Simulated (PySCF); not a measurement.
C2H10O2Si2, SMILES O[SiH2]CC[SiH2]O. Geometry: PBE0-D3(BJ)/def2-SVP. The structure was generated by enumeration, and PubChem lists no compound with its InChIKey, so it may never have been made. The values are those of a single conformer.

Computed equilibrium geometry at PBE0-D3(BJ)/def2-SVP (PySCF confirms it by a frequency run) as a Z-matrix (one conformer of several):
```
C
H 1 1.1046
H 1 1.1055 2 105.56
C 1 1.5346 2 110.59 3 119.44
H 4 1.1046 1 110.78 2 63.06
H 4 1.1058 5 105.29 1 119.02
Si 1 1.8833 2 106.28 3 -114.54
O 7 1.6695 1 111.40 2 46.02
H 8 0.9608 7 116.82 1 74.57
H 7 1.4903 8 105.98 9 -166.04
H 7 1.4998 10 109.45 8 -119.20
Si 4 1.8846 5 107.58 6 113.37
O 12 1.6695 4 111.18 5 -64.90
H 13 0.9610 12 116.74 4 -64.85
H 12 1.4888 13 105.09 14 174.25
H 12 1.5013 15 109.32 13 119.59
```
Charge 0, spin multiplicity 1.
